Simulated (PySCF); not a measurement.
**Multinuclear NMR of C5H11NSi2**

Atoms are numbered as in `[N:1]#[C:2][CH2:3]/[CH:4]=[CH:5]\[CH2:6][SiH2:7][SiH3:8]`; H(Xn) means a hydrogen on atom n.

PySCF calculation with shielding tensors at PBE0/pcSseg-1 (GIAO) and geometry from GFN2-xTB; relativity neglected, fast rotation and ring inversion assumed for equivalent nuclei, no solvent model, one computed conformer.

Q: Predict the 29Si NMR data.

A: 
| atoms | environment | σ (ppm) | δ (ppm) |
| --- | --- | --- | --- |
| Si7 | silicon bonded to C, Si, 2 H | 428.3 | -72.1 |
| Si8 | silicon bonded to Si, 3 H | 469.5 | -105.9 |

Shieldings were converted by a linear fit to measured shifts: 29Si: δ = 279.94 − 0.822σ (rms 8.9 ppm, 72 shifts, 25.8 ppm with the 6 outliers that the fit left out vs TMS, solution or neat liquid). A few per cent of atoms miss by over 2 rms, more outside the fitted compound classes.

On a 400 MHz spectrometer 29Si resonates near 79.5 MHz, so 1 ppm is 79.5 Hz.

Q: Predict the 15N NMR data.

A: 
| atoms | environment | σ (ppm) | δ (ppm) |
| --- | --- | --- | --- |
| N1 | nitrile nitrogen | -29.2 | -121.2 |

Shieldings were converted by a linear fit to measured shifts: 15N: δ = -148.07 − 0.921σ (rms 6.3 ppm, 71 shifts vs CH3NO2, solution or neat liquid). Occasional misses reach two or three times the rms, and more in compound classes unlike the fitted ones.

On a 400 MHz spectrometer 15N resonates near 40.5 MHz, so 1 ppm is 40.5 Hz.
